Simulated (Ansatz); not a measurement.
`CB[SiH2][AlH2]` + H₂O → `CB[SiH2]O` + `[AlH3]` at 600 K and 1 bar (formal hydrolysis of the Si–Al bond).

Calculated with Ansatz (gas phase, PBE0-D4/def2-TZVP geometries, no zero-point term in ΔE). CBS: MP2 limit from def2 TZ/QZ plus the TZ coupled-cluster correction, frozen cores. This one scheme is used for every species. One conformer a species, not always the lowest.

```json
{"species": "`CB[SiH2][AlH2]`", "CCSD(T)/CBS energy (Eh)": "-598.71139", "H − E (kJ/mol)": "278.8", "S (J/(mol·K))": "489.8"}
{"species": "H₂O", "CCSD(T)/CBS energy (Eh)": "-76.37941", "H − E (kJ/mol)": "76.8", "S (J/(mol·K))": "212.8"}
{"species": "`CB[SiH2]O`", "CCSD(T)/CBS energy (Eh)": "-431.33160", "H − E (kJ/mol)": "270.7", "S (J/(mol·K))": "437.5"}
{"species": "`[AlH3]`", "CCSD(T)/CBS energy (Eh)": "-243.78045", "H − E (kJ/mol)": "74.2", "S (J/(mol·K))": "242.3"}
```

H − E and S are ideal-gas, rigid-rotor, harmonic terms from PBE0-D4/def2-TZVP, for one conformer and one mirror image of each species. 1 Eh = 2625.50 kJ/mol, R = 8.31446 J/(mol·K).

Q: By hand: ΔE, ΔH, ΔS and ΔG.

A: ΔE = (-431.33160) + (-243.78045) − (-598.71139) − (-76.37941) = -0.02125 Eh = -55.8 kJ/mol. Δ(H − E) = 270.7 + 74.2 − 278.8 − 76.8 = -10.7, so ΔH = -66.5 kJ/mol. ΔS = 437.5 + 242.3 − 489.8 − 212.8 = -22.8 J/(mol·K). ΔG = -66.5 − 600 × (-22.8)/1000 = -52.8 kJ/mol.

Q: By hand: the equilibrium constant, and the temperature at which ΔG would vanish if ΔH and ΔS stayed fixed.

A: log₁₀ K = −ΔG/(RT ln 10) = 4.6. ΔG = 0 at ΔH/ΔS = 2917 K, far beyond where these terms or the molecules hold.

ΔH outweighs TΔS. A doubt of 5 kJ/mol in ΔE shifts log₁₀ K by 0.4 here. Other conformers and mirror images would add mixing entropy, several J/(mol·K) or more a flexible species. Modes under 60 cm⁻¹, often nearly free rotors, make the harmonic entropy too high. These are equilibria of isolated gas molecules and say nothing of rates. Largest T1 diagnostic: 0.014 (customary marks: 0.02 for closed shells, 0.045 for open ones).
